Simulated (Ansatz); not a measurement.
Reaction (formal exchange of groups at the Si–Ge bond): `[GeH3][SiH2][GeH3]` + `NCSS` → `NC[SiH2][GeH3]` + `S[S][GeH3]`

Program: Ansatz. Geometries: PBE0-D4/def2-TZVP. ΔE: electronic, gas phase. CCSD(T)/CBS adds triple-zeta CCSD(T) − MP2 to the extrapolated MP2 energy (def2 sets, frozen cores). DFT in def2-TZVPP. For Ge outer-core shells are correlated without core-valence functions, which leaves a few kJ/mol of doubt a bond. Scalar relativity is left out up to krypton. Each species was taken in one conformer, which may not be the lowest.

(1) Is it downhill or uphill in electronic energy at CCSD(T)/CBS, and by how much? (Estimate.)

(2) What do these levels give: ωB97X-V, ωB97M-V, B2PLYP, MP2/def2-TZVPP, SCS-MP2/def2-QZVPP, HF/CBS(def2)? (Estimate.)

Largest T1 diagnostic among the species: 0.012.

Results:

(1) Computed: Downhill: ΔE = -5.5 kcal/mol.

(2) Computed: ωB97X-V -5.4, ωB97M-V -6.1, B2PLYP -5.4, MP2/def2-TZVPP -6.2, SCS-MP2/def2-QZVPP -6.9, HF/CBS(def2) -8.6 kcal/mol.

From PBE to PBE0 (25 % exact exchange), in def2-TZVPP and without D4, ΔE moves by −1.3 kcal/mol. In def2-TZVPP, CCSD(T) changes the Hartree–Fock value by +3.0 kcal/mol (the triples alone add +0.6 kcal/mol) and MP2 by +2.2 kcal/mol.
